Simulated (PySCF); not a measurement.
# Simulated characterisation data

[PySCF 2.14: GFN2-xTB geometry; σ from GIAO-PBE0/pcSseg-1; B3LYP/pcJ-1 coupling constants (spin–dipole term left out of most H,H and C,H couplings); one conformer; fast rotation and ring inversion assumed for equivalent nuclei; non-relativistic; in vacuum]

δ = σ(ref) − σ, references computed at the same level: 1H (σ = 31.72 ppm), 13C (σ = 186.93 ppm) against TMS. Multiplet labels drop J under 1 Hz and among equivalent protons, and merge close values. Unscaled 3J(H,H) run several per cent high. Where no couplings were computed, multiplicities follow the n + 1 count of equivalent neighbours, and m marks all less simple cases (inequivalent or close neighbours, rings, F or P nearby). Shifts are as computed. Against solution values, carbons near 30 ppm lie about +3 ppm off and those near 130 ppm about +5 ppm; carbons on Cl a further +6 ppm. Of 1211 compounds with measured shifts, 218 miss one by over three times the rms of a fit or turn the order of signals round; such compounds aren't used in these exercises. Carbons bonded to Cl come out too deshielded.

**1.** `CC#CCC(=O)[SiH2]CCl`, C$_{6}$H$_{9}$ClOSi. 1H NMR (500 MHz, computed): δ 4.72 (t, 2H), 3.18 (s, 2H), 3.16 (t, 2H), 2.10 (s, 3H). 13C{1H} NMR (computed): δ 244.2 (C), 92.2 (C), 77.7 (C), 44.0 (CH2), 29.1 (CH2), 4.7 (CH3).

**2.** `C(=C=C)CC`, C$_{5}$H$_{8}$. 1H NMR (500 MHz, computed): δ 5.26 (quint, J = 8.4 Hz, 1H), 4.86 (dt, J = 8.2, 3.0 Hz, 2H), 2.13 (dqt, J = 8.7, 7.9, 3.0 Hz, 2H), 1.11 (t, J = 7.9 Hz, 3H). 13C{1H} NMR (computed): δ 220.2, 97.9, 77.5, 29.2, 18.0.
